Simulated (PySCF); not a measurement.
# Electron correlation in La⁻ (lanthanum, charge -1)

[Xe] 5d2 6s2, high-spin 3F determinant. Calculation: PySCF 2.14, in def2-TZVPPD with the def2 core potential (46 electrons); a scalar-relativistic core potential. Frozen: nothing; 12 electrons correlated.

```json
{"level": "CCSD", "correlation energy (mhartree)": "-233.74"}
{"level": "(T)", "correlation energy (mhartree)": "-12.11"}
{"level": "CCSD(T)", "correlation energy (mhartree)": "-245.85"}
```

Diagnostics: T1 = 0.034, D1 = 0.1449, largest double amplitude 0.079.

Spin-orbit coupling, absent here, splits the open shell strongly. T1 exceeds 0.03, a sign that the reference determinant is poor.

Cost of the coupled-cluster step: of the order of 13 core-seconds, for 12 correlated electrons.

Iterations:

```
CC2 = 0
CCSD nocc = (np.int64(7), np.int64(5)), nmo = (59, 59)
frozen orbitals [[], []]
max_cycle = 100
direct = 0
conv_tol = 1e-08
conv_tol_normt = 1e-06
diis_space = 8
diis_start_cycle = 0
Init t2, MP2 energy = -0.2188687244368
Init E_corr(UCCSD) = -0.218868724438794
cycle = 1  E_corr(UCCSD) = -0.223883802025317  dE = -0.00501507759  norm(t1,t2) = 0.1127
cycle = 2  E_corr(UCCSD) = -0.230829633373473  dE = -0.00694583135  norm(t1,t2) = 0.0434806
cycle = 3  E_corr(UCCSD) = -0.232599615520742  dE = -0.00176998215  norm(t1,t2) = 0.0271447
cycle = 4  E_corr(UCCSD) = -0.233916968260805  dE = -0.00131735274  norm(t1,t2) = 0.00967119
cycle = 5  E_corr(UCCSD) = -0.233671968634802  dE = 0.000244999626  norm(t1,t2) = 0.00320454
cycle = 6  E_corr(UCCSD) = -0.233742875422764  dE = -7.0906788e-05  norm(t1,t2) = 0.000629282
cycle = 7  E_corr(UCCSD) = -0.233742544313824  dE = 3.3110894e-07  norm(t1,t2) = 0.000184027
cycle = 8  E_corr(UCCSD) = -0.233739645067971  dE = 2.89924585e-06  norm(t1,t2) = 6.53596e-05
cycle = 9  E_corr(UCCSD) = -0.233741357870898  dE = -1.71280293e-06  norm(t1,t2) = 2.26003e-05
cycle = 10  E_corr(UCCSD) = -0.23374047485154  dE = 8.83019358e-07  norm(t1,t2) = 8.63882e-06
cycle = 11  E_corr(UCCSD) = -0.233740572409759  dE = -9.75582187e-08  norm(t1,t2) = 2.87061e-06
cycle = 12  E_corr(UCCSD) = -0.233740616196963  dE = -4.37872039e-08  norm(t1,t2) = 1.09859e-06
cycle = 13  E_corr(UCCSD) = -0.233740609127064  dE = 7.06989911e-09  norm(t1,t2) = 2.06339e-07
UCCSD converged
E(UCCSD) = -31.30812431368862  E_corr = -0.2337406091270638
UCCSD(T) correction = -0.0121085069689198
```

The basis has no tight functions for the innermost shells, so their pair energies are far from complete.
